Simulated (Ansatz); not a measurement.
Cost and result for the atomization energy of `C[N](C)[Ga]([N](C)C)[N](C)C` (28 atoms, 27 bonds).

```xyz
28

C    -2.074   -1.934    0.490
N    -0.700   -1.679    0.154
C     0.066   -2.877   -0.051
Ga    0.001    0.000    0.002
N    -0.750    1.389    0.916
C    -1.491    1.225    2.136
C    -0.660    2.758    0.488
N     1.452    0.289   -1.068
C     2.381    1.366   -0.866
C     1.778   -0.538   -2.198
H    -2.172   -2.499    1.431
H    -2.630   -1.001    0.604
H    -2.579   -2.524   -0.291
H     0.057   -3.521    0.843
H    -0.327   -3.482   -0.883
H     1.109   -2.643   -0.273
H    -1.045    1.802    2.961
H    -1.510    0.177    2.445
H    -2.534    1.564    2.036
H    -0.139    3.389    1.226
H    -0.121    2.839   -0.458
H    -1.657    3.201    0.336
H     3.407    0.993   -0.719
H     2.118    1.951    0.018
H     2.412    2.053   -1.727
H     1.819    0.048   -3.130
H     1.032   -1.322   -2.339
H     2.760   -1.025   -2.084
```

The species carries charge 0 and has multiplicity 1. Correlated methods include outer-core shells of Ga, which these sets cover unevenly. Scalar relativity is left out up to krypton. All single points use the PBE0-D4/def2-TZVP geometry. It is one conformer, not always the lowest. Program: Ansatz. All runs use 4 threads of an AMD EPYC 7R13 on a shared host and a share of an NVIDIA H100 80 GB. Times are those of one run each, without the atoms' runs, and a repeat can differ threefold. Electronic energies, without spin–orbit coupling; frozen cores. CCSD(T)/CBS adds CCSD(T) − MP2 in def2-TZVPP to the MP2 limit, and its time is that of the two runs behind it. T1 = 0.012. With those shells the extrapolation isn't a true limit.

CCSD(T)/CBS is a level of theory with its own doubt, some kJ/mol a heavy atom from the limit and from the frozen cores, so smaller differences don't rank the functionals.

```csv
level,functions,wall time
BHLYP-D4/def2-TZVPP,579,7 s
ωB97M-V/def2-TZVPP (with forces),579,9 s
CCSD(T)/def2-SVP,248,9 s
revPBE-D4/def2-TZVPP,579,9.1 s
CAM-B3LYP-D4/def2-TZVPP,579,9.1 s
B2PLYP/def2-TZVPP,579,9.5 s
PBE-D4/def2-TZVPP (with forces),579,11 s
B97M-V/def2-TZVPP,579,11 s
PBE-QIDH/def2-TZVPP,579,12 s
r2SCANh-D4/def2-TZVPP,579,13 s
MP2/def2-QZVPP,1142,44 s
CCSD(T)/def2-TZVPP,579,11 min
CCSD(T)/CBS(def2),–,12 min
```

Question: What atomization energy does each give, and how far from CCSD(T)/CBS? (An estimate is asked.)

Answer: Ansatz gave: 
```csv
level,atomization (kJ/mol),difference from CCSD(T)/CBS,per bond
BHLYP-D4/def2-TZVPP,10185.8,-257.8,-9.5
ωB97M-V/def2-TZVPP (with forces),10460.1,16.5,0.6
CCSD(T)/def2-SVP,9956.2,-487.4,-18.1
revPBE-D4/def2-TZVPP,10414.9,-28.7,-1.1
CAM-B3LYP-D4/def2-TZVPP,10514.4,70.8,2.6
B2PLYP/def2-TZVPP,10331.3,-112.3,-4.2
PBE-D4/def2-TZVPP (with forces),10655.1,211.5,7.8
B97M-V/def2-TZVPP,10424.3,-19.3,-0.7
PBE-QIDH/def2-TZVPP,10389.6,-54.0,-2.0
r2SCANh-D4/def2-TZVPP,10377.7,-65.9,-2.4
MP2/def2-QZVPP,10451.9,8.3,0.3
CCSD(T)/def2-TZVPP,10194.0,-249.6,-9.2
CCSD(T)/CBS(def2),10443.6,0.0,0.0
```

From PBE to PBE0 (25 % exact exchange), in def2-TZVPP and without D4, the atomization energy moves by −155.9 kJ/mol: exact exchange takes away binding that semilocal exchange gives to molecules. At CCSD(T), def2-SVP lies −487.4 kJ/mol from the extrapolated value and def2-TZVPP −249.7 kJ/mol: correlation converges slowly with the basis, and small sets miss more of it in the bonded molecule than in its fragments. In def2-TZVPP, CCSD(T) changes the Hartree–Fock value by +2701.5 kJ/mol (the triples alone add +148.0 kJ/mol) and MP2 by +2811.9 kJ/mol; breaking electron pairs costs correlation energy, which Hartree–Fock lacks.
